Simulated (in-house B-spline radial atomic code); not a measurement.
**PBE0 excitations of Ca2+**

Method: PBE0. Computed with an all-electron radial atomic-structure program (B-spline basis): linear response of the closed shell [Ne] 3s2 3p6 with the functional's adiabatic kernel; scalar-relativistic (spin-free one-electron X2C), finite nucleus, no spin-orbit coupling, no double excitations, S, P, D and F terms only. Only terms of natural parity with L up to 3 were computed.

Command:
```bash
python run_td.py task.json out
```
Settings (radii: box in bohr, nucleus in fm):
```
Z                        20
electrons                18
configuration            [Ne] 3s2 3p6
hamiltonian              x2c
method                   pbe0
box_radius               3.5
wall_radius              3.5
rms_radius               3.4776
intervals                65
```

Time taken, with all properties: 0.8 s on 1 thread of Arm Neoverse N1 (shared host).

Confined states, up to the first strongly mixed one, which can leave gaps near the end. Labels give the largest channel, * marks a mixed state, and oscillator strengths are full-response dipole values. Semilocal kernels can invert the small singlet-triplet splittings of Rydberg terms. Energies in eV:

```tsv
state	full response	Tamm-Dancoff	oscillator strength
3p → 3d 3P	25.975	26.086	-
3p → 3d 3F	26.326	26.527	-
3p → 3d 1F	29.129	29.140	-
3p → 3d 1P	37.76	39.55	5.02
3p → 4s 3P	40.13	40.16	-
3p → 4s 1P	41.28	41.39	0.354
3p → 4p 3S	47.24	47.32	-
3s → 3d 3D	47.39	47.45	-
3p → 4p 3D	48.62	48.65	-
3p → 4p 1D	?	?	-
3s → 3d 1D	50.99	51.09	-
3p → 4p 1S	54.70	55.16	-
3s → 4s 3S	61.14	61.15	-
3p → 4f 3D	?	?	-
3p → 4d 3P	62.46	62.50	-
3p → 4d 3F	62.98	63.02	-
```

Problem. Where does 3p → 4p 1D lie?

Solution. At 49.30 eV in full response, 49.31 eV in Tamm-Dancoff.

Problem. Where does 3p → 4f 3D lie?

Solution. At 62.36 eV in full response, 62.38 eV in Tamm-Dancoff.

Problem. How large is the singlet-triplet splitting of 3p → 3d (F terms) in Tamm-Dancoff?

Solution. 2.61 eV, from the unrounded values.

Problem. What polarisabilities and dispersion coefficient does the method give?

Solution. Dipole 2.885 bohr³, quadrupole 5.313 bohr⁵, C6 9.13 hartree·bohr⁶ for two such species.
